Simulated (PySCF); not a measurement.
Si(CCH)2(F)(OH) (C4H3FOSi), SMILES C#C[Si](O)(F)C#C. Atoms are numbered in the order given.

```xyz
10

C     -0.4237     2.0808     1.9182
C     -0.3674     1.1381     1.1462
Si    -0.2545    -0.2349    -0.0319
O     -0.4367    -1.6392     0.8020
F     -1.4416    -0.0775    -1.1225
C      1.3147    -0.2087    -0.9567
C      2.3754    -0.2038    -1.5608
H     -0.4770     2.9092     2.6029
H     -0.1955    -2.4537     0.3446
H      3.3093    -0.1949    -2.0955
```

The structure is a stationary point at r2SCAN-D4/def2-SVP. The structure was generated by enumeration, and PubChem lists no compound with its InChIKey, so it may never have been made. One conformer was computed; it need not be the lowest.

The numbers are results of PySCF with PBE/def2-TZVP, not measurements.

The molecule is in vacuum.

| Item | Result |
|---|---|
| total energy | -618.41884 hartree |
| highest occupied level | -7.26 eV |
| lowest empty level | -1.95 eV |
| orbital gap | 5.31 eV |
| dipole moment | 2.00 D |
| quadrupole, principal values (traceless, Buckingham form, about the centre of nuclear charge) | -12.89, -1.16, 14.05 D·Å |
| mean static polarisability | 68.5 bohr³ (10.15 Å³) |
| polarisability, principal values | 47.5, 65.2, 92.9 bohr³ |
